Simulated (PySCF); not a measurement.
A run for PySCF: R-B3LYP/6-31G* on CH6OSi (SMILES C[SiH2]O), a point of a bond scan (R = 0.960 Å).

```python
from pyscf import gto, scf, dft, mp
from pyscf.data.elements import chemcore

mol = gto.M(
    atom='''
    Si   -0.16441747    0.44529995    0.17757373
    C     1.56077310   -0.24196944   -0.02590174
    O    -1.32796352   -0.58219355   -0.40066999
    H    -0.32661293    1.68592358   -0.60987127
    H    -0.39969842    0.73849201    1.61622218
    H     1.69510384   -1.16116885    0.54920899
    H     2.30153791    0.48063994    0.32667067
    H     1.77411328   -0.46249033   -1.07363830
    H    -1.48352969   -1.40623061    0.06614598
    ''',
    basis='6-31g*',
    cart=True,
    charge=0, spin=0, verbose=3, max_memory=1800)
mf = dft.RKS(mol, xc='b3lyp')
mf.conv_tol = 1e-8
mf.max_cycle = 100
mf.kernel()
if not mf.converged:
    mf = mf.newton().run(mf.mo_coeff, mf.mo_occ)
```

Q: What total energy does the run end on?

A: -406.4730 hartree.
